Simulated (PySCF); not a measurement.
A GIAO shielding run with PySCF 2.14.0 with density-fitted response routines (density fitting, non-relativistic, gas phase) on `InChI=1S/C5H12OSSi/c1-2-4-3-7-5(4)6-8/h4-5H,2-3H2,1,8H3/t4-,5+/m1/s1`:

```
$ OMP_NUM_THREADS=1 python probes_run.py task.json out

{"job": {"kind": "nmr", "xc": "PBE0", "basis": "pcSseg-1"}, "charge": 0, "multiplicity": 1}
C     -2.637238     0.820180    -0.382238
C     -1.115708     0.833447    -0.460665
C     -0.552144    -0.572359    -0.616078
C     -0.716242    -1.495595     0.594359
S      0.995689    -2.124992     0.447150
C      0.987333    -0.659299    -0.674946
O      1.619770     0.434798    -0.166020
Si     3.171132     0.641099     0.287524
H     -3.063288     0.388273    -1.285186
H     -3.018626     1.832171    -0.272510
H     -2.971575     0.232170     0.469416
H     -0.791393     1.435055    -1.312717
H     -0.699597     1.286239     0.440983
H     -0.971921    -1.042364    -1.509896
H     -1.461823    -2.281105     0.503326
H     -0.835634    -0.962878     1.536274
H      1.401326    -0.925031    -1.654571
H      3.532656    -0.283602     1.359251
H      4.063197     0.424739    -0.854568
H      3.058938     2.029734     0.703213
```

Hardware: 1 thread of an Arm Neoverse V1, shared host. The job also computes population analyses, field gradients, ring-centre shieldings.

(1) How large is the calculation?

(2) How long does it take, and how much memory does it need?

Results:

(1) 80 electrons, 210 basis functions and 1134 auxiliary functions.

(2) 46 s of wall time, with 13 SCF cycles and 5 response iterations; peak memory 1 GiB. Times on a shared host scatter by some tens of per cent.
